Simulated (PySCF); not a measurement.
B(Cl)(Et)(Vi), SMILES C=CB(Cl)CC, B3LYP/def2-SVP optimised geometry.

```
14

B     -0.26     0.28     0.00
Cl    -1.05     1.89     0.00
C     -1.17    -1.00     0.07
C     -2.54    -0.95    -0.63
H     -1.32    -1.17     1.15
H     -0.60    -1.89    -0.27
H     -2.43    -0.84    -1.72
H     -3.14    -0.11    -0.27
H     -3.11    -1.88    -0.45
C      1.29     0.28     0.00
C      2.05    -0.83    -0.12
H      1.82     1.24     0.09
H      3.14    -0.79    -0.13
H      1.60    -1.82    -0.23
```

Density from PySCF with B3LYP/def2-TZVP at that geometry.

Minimum of the electron density along straight lines between bonded atoms, close to the bond critical point (lines longer than 1.1 times the sum of covalent radii, or with two minima, are not listed):

```csv
bond,length / Å,ρ at the minimum / e bohr⁻³,∇²ρ there / e bohr⁻⁵,position (fraction from the first atom)
B1–Cl2,1.787,?,0.01,0.30
B1–C3,1.574,0.194,-0.42,0.34
C3–C4,1.535,?,-0.58,0.50
C3–H5,1.112,0.261,-0.84,0.63
C3–H6,1.104,0.269,-0.88,0.63
C4–H7,1.102,0.272,-0.91,0.64
C4–H8,1.101,0.275,-0.93,0.64
C4–H9,1.102,0.273,-0.92,0.64
B1–C10,1.556,0.195,-0.30,0.33
C10–C11,1.346,?,-1.06,0.49
C10–H12,1.097,0.277,-0.96,0.64
C11–H13,1.096,0.280,-0.99,0.65
C11–H14,1.095,0.281,-0.99,0.65
```

Problem. What belongs in the gaps?

Solution. 
- B1–Cl2, ρ at the minimum / e bohr⁻³: 0.139
- C3–C4, ρ at the minimum / e bohr⁻³: 0.239
- C10–C11, ρ at the minimum / e bohr⁻³: 0.346
